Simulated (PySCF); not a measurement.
Hg(Cl)2 anion (Cl2Hg), SMILES [Cl][Hg][Cl] (connectivity only; charge and spin as stated), charge -1, multiplicity 2.

Geometry: PBE-D3(BJ)/def2-SVPD. The multiplicity is an assumed one; other spin states were not compared. The isomer is the one that the SMILES or the coordinates give; other isomers of the formula were not compared. The def2 effective core potentials stand for the cores of Hg; spin–orbit coupling is left out.

Two levels are set side by side: PBE/def2-TZVPD (PySCF) and r2SCAN/def2-TZVPD (PySCF). Same geometry, gas phase. Differences are taken from unrounded values.

```json
[
 {"quantity": "α-spin orbital gap (eV)", "r2SCAN": "3.66"},
 {"quantity": "β-spin orbital gap (eV)", "r2SCAN": "2.64"},
 {"quantity": "mean polarisability (bohr³)", "r2SCAN": "104.1"}
]
```

**Question.** What does PBE give, and how far is it from r2SCAN? (Estimate from the structure and the level; the computed values follow.)

**Answer.** 
```tsv
quantity	PBE	PBE minus r2SCAN
α-spin orbital gap (eV)	3.17	-0.49
β-spin orbital gap (eV)	2.24	-0.40
mean polarisability (bohr³)	107.8	3.7
```
